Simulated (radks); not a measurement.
Effect of the nuclear size on the lanthanum ion La+, [Xe] 5d2. Method: Dirac Kohn-Sham, BLYP, spin-unpolarised, spherical densities, finite nucleus; open shells are shared between the two j in proportion to 2j + 1; Fermi nuclear charge, rms radius 4.855 fm; computed with a radial shooting solver on a logarithmic mesh with Libxc functionals. The rms radius is varied about that value; shifts are against it.

rms radius (fm)  total energy shift (eV)  density at nucleus (e/bohr^3)  1s1/2 shift (meV)  2s1/2 shift (meV)  4p1/2 shift (meV)  5s1/2 shift (meV)  5p1/2 shift (meV)  6s1/2 (empty) shift (meV)
3.9908                             -3.06                      3.659e+05              -1270               -154              0.416              -1.21              0.071                     -0.160
4.554                              -1.12                      3.563e+05               -465              -56.4              0.152             -0.444              0.026                     -0.059
4.855                                  0                      3.518e+05              0.000              0.000              0.000              0.000              0.000                      0.000
5.292                               1.73                      3.458e+05                718               87.0             -0.235              0.685             -0.040                      0.090
5.8309                              4.02                      3.391e+05               1670                203             -0.547               1.60             -0.094                      0.210

Slopes of the eigenvalues against <r^2> in GHz/fm^2, as finite differences over the two radii next to the reference (eigenvalue slopes, not the field-shift constants of lines): 1s1/2 39400, 2s1/2 4770, 4p1/2 -12.9, 5s1/2 37.6, 5p1/2 -2.21, 6s1/2 (empty) 4.96.
